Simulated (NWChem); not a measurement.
Molecule: C₂H₆BFO; SMILES C(F)B(O)C

```xyz
11

C     -0.5381     1.9847     0.0056
B      0.0645     0.5310    -0.0066
O      1.4076     0.3421    -0.0039
C     -0.8334    -0.7877    -0.0114
F      0.0157    -1.9217     0.0093
H      0.2319     2.7500    -0.1361
H     -1.3065     2.1191    -0.7675
H     -1.0371     2.1867     0.9646
H      1.5840    -0.6171     0.0010
H     -1.4677    -0.8630    -0.9058
H     -1.4998    -0.8536     0.8598
```
Atoms are numbered in this order, from 1.

Program: NWChem. Medium grid unless said otherwise, to which SCAN and Minnesota functionals are sensitive. All runs use the structure optimised with B3LYP/6-31G* (spherical d). Hybrids' shares of exact exchange are those that their runs print; pure functionals count as 0. The functionals differ in more than this share.

| row | share of exact exchange | highest occupied level (eV) |
|---|---|---|
| PBE/def2-TZVP | 0.00 | -7.07 |
| r2SCAN/def2-TZVP | 0.00 | -7.39 |
| TPSSh/def2-TZVP | 0.10 | -7.81 |
| B3LYP/def2-TZVP | 0.20 | withheld |
| Hartree-Fock/def2-TZVP | 1.00 | -12.38 |

Problem. Fit a straight line of the last column on the one before it, predict the withheld value, and compare with the run.

Solution. 
1. Means of the 4 shown rows: x = 0.275, y = -8.662. Slope Σ(x − x̄)(y − ȳ)/Σ(x − x̄)² = -3.632/0.7075 = -5.134; intercept -7.251.
2. The shown rows scatter about the line by 0.116 (root mean square); the largest residual is +0.18, at PBE/def2-TZVP.
3. At x = 0.20 (B3LYP/def2-TZVP; inside the shown range) the line gives -8.28.
4. The run gives -8.42, -0.14 from the line, 1.2 times the scatter.
